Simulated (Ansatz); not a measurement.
Li2Te. Charge 0, multiplicity 1. Geometry PBE-D4/def2-TZVP; atoms count from 1.

Cartesian coordinates in Å:
```
Li -1.190 1.456 0.397
Li 0.389 -1.535 -1.089
Te 0.802 0.079 0.692
```

In the def2 sets Te takes a core potential; there is no spin–orbit coupling. The structure comes from a short search, and lower isomers may exist.

(1) Estimate the Mulliken populations from the PBE0/def2-TZVP orbitals of Ansatz.

(2) And the Mayer bond orders between heavy atoms (over 0.3)?

Answers

(1) 
```tsv
atom	charge (e)
Li1	0.54
Li2	0.54
Te3	-1.07
```
Mulliken values depend strongly on the basis.

(2) Li1–Te3 0.79 (2.44 Å); Li2–Te3 0.79 (2.44 Å).
